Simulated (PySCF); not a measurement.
Si(H)(F) cation (FHSi), SMILES F[SiH] (connectivity only; charge and spin as stated), charge +1, multiplicity 2.

Geometry: r2SCAN-D4/def2-TZVPD. The multiplicity is an assumed one; other spin states were not compared. The isomer is the one that the SMILES or the coordinates give; other isomers of the formula were not compared.

Calculation: PBE0/def2-TZVPD (PySCF).

Isolated molecule, no solvent.

Computed frontier levels, dipole moment and polarisability:
```
Item                                                                Value
------------------------------------------------  -----------------------
α spin, highest occupied and lowest empty level      -15.66 and -10.25 eV
β spin, highest occupied and lowest empty level      -19.44 and -11.43 eV
dipole moment about the centre of nuclear charge                   3.70 D
mean static polarisability                           20.6 bohr³ (3.05 Å³)
polarisability, principal values                   19.1, 19.1, 23.5 bohr³
⟨S²⟩                                              0.756 (pure state 0.75)
```
